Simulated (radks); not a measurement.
Q: The mean radii <r> (bohr) of the occupied orbitals of an atom or ion are listed with their occupations. Method: non-relativistic Kohn-Sham, exchange-only B88, spin-polarised, spherical densities, point nucleus; computed with a radial shooting solver on a logarithmic mesh with Libxc functionals.

| orbital | occ. | <r> |
|---|---|---|
| 1s up | 1 | 0.04499 |
| 1s down | 1 | 0.04499 |
| 2s up | 1 | 0.2000 |
| 2s down | 1 | 0.2000 |
| 2p up | 3 | 0.1728 |
| 2p down | 3 | 0.1728 |
| 3s up | 1 | 0.5854 |
| 3s down | 1 | 0.5851 |
| 3p up | 3 | 0.5947 |
| 3p down | 3 | 0.5941 |
| 3d up | 5 | 0.6300 |
| 3d down | 5 | 0.6254 |
| 4s up | 1 | 1.779 |
| 4s down | 1 | 1.773 |
| 4p up | 3 | 2.124 |

Name the element and its charge. Open shells, if any, are filled with parallel spins first.

A: Z = 34, selenium, charge +1: Se+ in [Ar] 3d10 4s2 4p3. The 1s radius gives Z: for a bare nucleus <r> = 1.5/Z, 0.04412 bohr for Z = 34, and screening makes it slightly larger (0.04499 here). The occupations add up to 33, and the charge is Z minus that.
